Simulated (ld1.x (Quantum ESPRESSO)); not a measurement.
## What one change does to a pseudopotential (Cr, TM semilocal)

chromium (Cr), norm-conserving Troullier–Martins (semilocal form), made with ld1.x (Quantum ESPRESSO) 7.5 (PBE, scalar-relativistic). Core [Ne], reference 3s2 3p6 3d4.5 4s0 4p0 (charge +1.5). Waves: 3p (bound): rc 1.55 bohr; 3d (bound): rc 1.30 bohr; 3s (bound): rc 1.15 bohr. Local part: the s channel. Core correction: none.

Change: reference 3s2 3p6 3d5 4s1 4p0.

Cutoffs: the cutoffs (Ry, on a coarse ladder) from which the occupation-weighted sum of valence levels, in a spherical-Bessel basis at the reference potential, stays within 10 and 1 mRy of its value at 400 Ry; they do not see the model core or the augmentation charge, which bear on the density cutoff. Errors are all-electron minus pseudo energies relative to the spin-unpolarised reference configuration.

Q: What does the change do?

A: The potential gets neither clearly harder nor softer (120 Ry and 180 Ry → 120 Ry and 180 Ry); the miss of the reference levels goes from 0.00 to 0.16 eV; neither file shows a bound ghost. A semilocal file is local in each channel, so a ghost entry of none says nothing of the separable form that plane-wave codes build from it.

```tsv
quantity	base	changed
cutoff, loose	120 Ry	120 Ry
cutoff, tight	180 Ry	180 Ry
bound ghosts	none	none
largest miss of a reference level, eV	0.00	0.16
largest error over its own tests, meV	+427	-545
s: phases at 1.70 bohr within 0.05 rad from the reference energy up to (Ry; the scan ends near 5)	-0.6	0.4
p: phases at 1.70 bohr within 0.05 rad from the reference energy up to (Ry; the scan ends near 5)	2.1	3.1
d: phases at 1.70 bohr within 0.05 rad from the reference energy up to (Ry; the scan ends near 5)	2.8	3.8
```

Changed file: The 4s level has no wave, so the channel is fitted at the deeper level alone: the likely source of the large errors.
